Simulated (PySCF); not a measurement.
**Nuclear quadrupole coupling in `CC(C)P1(=O)[C@@H](C)[C@@H]1C`**

Species: C₇H₁₅OP.
Atom-mapped SMILES: `[CH3:1][CH:2]([CH3:3])[P:4]1(=[O:5])[C@@H:6]([CH3:7])[C@@H:8]1[CH3:9]` (hydrogens: H10, H11, H12 on C1; H13 on C2; H14, H15, H16 on C3; H17 on C6; H18, H19, H20 on C7; H21 on C8; H22, H23, H24 on C9)

Structure used (GFN2-xTB), in Å, numbered top down from 1:
```xyz
24
C7H15OP angstrom
C     -1.581   -2.055   -0.418
C     -1.383   -0.680    0.203
C     -1.989   -0.580    1.595
P      0.439   -0.421    0.384
O      1.160   -1.323    1.293
C      0.980    1.293    0.090
C      2.170    1.829    0.841
C      1.254    0.285   -1.080
C      0.628    0.574   -2.421
H     -1.153   -2.089   -1.419
H     -1.082   -2.805    0.193
H     -2.640   -2.301   -0.480
H     -1.785    0.100   -0.447
H     -3.057   -0.786    1.567
H     -1.509   -1.302    2.254
H     -1.833    0.416    2.009
H      0.232    2.039   -0.155
H      1.853    2.437    1.687
H      2.797    2.441    0.192
H      2.765    0.999    1.220
H      2.301   -0.004   -1.145
H      0.695   -0.295   -3.074
H      1.146    1.403   -2.903
H     -0.420    0.844   -2.313
```

Field gradients from the PBE0/pcSseg-1 density (PySCF, non-relativistic), principal values in atomic units, ordered |Vxx| ≤ |Vyy| ≤ |Vzz|:

```csv
atom,Vxx,Vyy,Vzz
O5,-0.4103,-0.4865,0.8969
```

Q: Find the asymmetry η = (Vxx − Vyy)/Vzz and the couplings χ = eQV/h (234.96 MHz × Q in barn × V in au), with Q(17O) = −0.0256 b.

A: 
| atom | environment | nucleus | η | χzz (MHz) | χxx (MHz) | χyy (MHz) |
| --- | --- | --- | --- | --- | --- | --- |
| O5 | phosphoryl oxygen | 17O | 0.08 | -5.39 | 2.47 | 2.93 |

The tensor is traceless: Vxx + Vyy + Vzz = 0.

Q: What is Vzz at O5 in SI units (1 au = 9.71736 × 10²¹ V/m²)?

A: 0.8969 au = 8.715 × 10²¹ V/m².

Q: And the gradient at the other heavy atoms, for which no coupling is worked out here?

A: 
```json
{"atom": "C1", "environment": "methyl carbon", "Vzz (au)": "0.095", "η": "0.30"}
{"atom": "C2", "environment": "sp3 carbon bound to phosphorus", "Vzz (au)": "0.097", "η": "0.29"}
{"atom": "C3", "environment": "methyl carbon", "Vzz (au)": "0.099", "η": "0.35"}
{"atom": "P4", "environment": "phosphoryl phosphorus", "Vzz (au)": "0.293", "η": "0.84"}
{"atom": "C6", "environment": "sp3 carbon bound to phosphorus", "Vzz (au)": "0.134", "η": "0.21"}
{"atom": "C7", "environment": "methyl carbon", "Vzz (au)": "0.100", "η": "0.31"}
{"atom": "C8", "environment": "sp3 carbon bound to phosphorus", "Vzz (au)": "0.144", "η": "0.23"}
{"atom": "C9", "environment": "methyl carbon", "Vzz (au)": "0.078", "η": "0.18"}
```

Were the hydrogens deuterons (Q(2H) = 0.00286 b), χzz would run from 204 kHz (H13, H20 and H15) to 217 kHz (H17).

One conformer (not necessarily the lowest) at the GFN2-xTB geometry, without solvent, vibrations or thermal averaging. GFN2-xTB bond lengths can be off by several hundredths of an ångström, more for odd bonds, and the gradients follow them. A larger basis could move these couplings by a tenth or more.
